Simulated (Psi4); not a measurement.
Interaction energy of HF ··· CH3Br (SMILES F and CBr). Monomers: optimised at B3LYP-D3(BJ) (def2-TZVP), held rigid. Orientation: lowest of the rigid-body minima from ten starts at GFN2-xTB. Only R, the distance of the centres of mass, is varied, so the lowest point isn't the relaxed dimer.

Method: Psi4 1.11 with SAPT0/jun-cc-pVDZ, frozen core.

Components in kJ/mol:

```tsv
R / Å	electrostatics	exchange	induction	dispersion	total
2.45	-90.84	210.82	-47.58	-22.03	50.37
2.76	-46.90	78.40	-20.13	-11.42	-0.06
2.87	-37.94	54.87	-14.91	-9.09	-7.07
3.12	-24.76	24.17	-7.67	-5.47	-13.72
3.39	-16.88	9.87	-3.88	-3.24	-14.13
3.58	-13.36	5.23	-2.46	-2.28	-12.87
3.83	-10.13	2.25	-1.40	-1.45	-10.73
4.07	-7.94	0.99	-0.84	-0.97	-8.76
4.68	-4.60	0.12	-0.27	-0.38	-5.13
5.38	-2.70	0.01	-0.09	-0.15	-2.93
6.24	-1.55	0.00	-0.03	-0.06	-1.64
7.64	-0.74	0.00	-0.01	-0.02	-0.76
```
